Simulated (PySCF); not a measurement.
## Polarisability and C₆ of Bi (bismuth, neutral)

[Xe] 4f14 5d10 6s1 6p3 7s1, high-spin 6S determinant (an excited configuration). Computed with PySCF 2.14 in aug-cc-pVQZ-PP with one added diffuse shell each of s, p, d, f, g type with ECP60MDF (8s8p6d4f3g, 117 functions), with scalar relativity through the core potential. Coupled (time-dependent) response in atomic units; α is the mean over directions.

| method | mean α (bohr³) | C₆ (like pair) | S(−4) |
| --- | --- | --- | --- |
| LC-wPBE | 797.3 | 20090 | 490600 |

S(−4) is the Cauchy moment in α(ω) = α(0) + S(−4) ω² + …

α(iu) at LC-wPBE:

```json
{"u (hartree)": "0", "α(iu) (bohr³)": "797.3"}
{"u (hartree)": "0.0500", "α(iu) (bohr³)": "323.3"}
{"u (hartree)": "0.100", "α(iu) (bohr³)": "128.9"}
{"u (hartree)": "0.200", "α(iu) (bohr³)": "49.67"}
{"u (hartree)": "0.300", "α(iu) (bohr³)": "30.03"}
{"u (hartree)": "0.500", "α(iu) (bohr³)": "16.07"}
{"u (hartree)": "0.750", "α(iu) (bohr³)": "9.584"}
{"u (hartree)": "1.00", "α(iu) (bohr³)": "6.602"}
{"u (hartree)": "1.50", "α(iu) (bohr³)": "3.894"}
{"u (hartree)": "2.00", "α(iu) (bohr³)": "2.652"}
{"u (hartree)": "3.00", "α(iu) (bohr³)": "1.487"}
{"u (hartree)": "5.00", "α(iu) (bohr³)": "0.6548"}
```

A single London oscillator, α(iu) = α/(1 + u²/ω²), gives C₆ = (3/4) ω α². Matching the computed C₆ needs ω = 4 × 20090 / (3 × 797.3²) = 0.0421 hartree.

Energies and moments cover only the electrons outside the core potential. Spin-orbit coupling, which splits the p, d and f shells strongly at this Z, is absent. Spin-orbit coupling is strong in this species (close to jj coupling), so the high-spin LS determinant is a model state, not a physical level. The outer electron is Rydberg-like, and this basis confines it to a smaller radius and binds it less than a complete one would.
